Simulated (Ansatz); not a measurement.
Frontier orbitals of `CO[SiH2]N`.

Charge 0, multiplicity 1. The structure was optimised at the PBE0-D4/def2-TZVP level. It is one conformer, not always the lowest. Basis def2-TZVPP, Ansatz 0.2.0.

| functional | HOMO (eV) | LUMO (eV) | gap (eV) |
| --- | --- | --- | --- |
| PBE | -6.34 | -0.11 | 6.23 |
| revPBE | -6.28 | -0.03 | 6.25 |
| BLYP | -6.20 | -0.08 | 6.12 |
| B97M-V | -6.78 | 0.06 | 6.84 |
| PBE0 | -7.81 | 0.73 | 8.54 |
| r2SCANh | -7.19 | 0.75 | 7.94 |
| HSE06 (plane-wave form) | -7.40 | 0.36 | 7.76 |
| CAM-B3LYP | -9.26 | 1.55 | 10.81 |
| LC-ωPBE | -10.67 | 2.83 | 13.50 |
| ωB97M-V | -10.24 | 2.20 | 12.44 |

A quarter of exact exchange (PBE0) shifts PBE's HOMO by −1.46 eV and its LUMO by +0.84 eV; full exchange at long range (ωB97M-V) shifts them by −3.90 and +2.30 eV. The gap opens from 6.23 to 12.44 eV, since occupied levels lose self-interaction and empty ones feel all the electrons. A positive LUMO is unbound and depends on the basis.

LC-ωPBE has ω = 0.4 bohr⁻¹.
